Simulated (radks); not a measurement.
Problem. Cl3+, 14 electrons, occupied as [Ne] 3s2 3p2. Calculated with a radial shooting solver on a logarithmic mesh with Libxc functionals: scalar-relativistic Kohn-Sham, LDA (Slater exchange, Perdew-Wang correlation), spin-polarised, spherical densities, finite nucleus; open shells are filled with parallel spins first; Fermi nuclear charge, rms radius 3.3654 fm. Some entries of the table are withheld. Estimate them.

orbital  occ.  eigenvalue (hartree)  <r^2> (bohr^2)
1s up       1             -102.4753         0.01119
1s down     1             -102.4566         0.01119
2s up       1                   (1)          0.2355
2s down     1                   (2)          0.2349
2p up       3                   (3)          0.2059
2p down     3                   (4)          0.2052
3s up       1              -2.20438           2.216
3s down     1              -2.10090           2.251
3p up       2              -1.70151           2.630
3p down     0              -1.60289           2.710

Solution. 
(1) 2s up eigenvalue (hartree): -10.90259
(2) 2s down eigenvalue (hartree): -10.88202
(3) 2p up eigenvalue (hartree): -8.70348
(4) 2p down eigenvalue (hartree): -8.67810
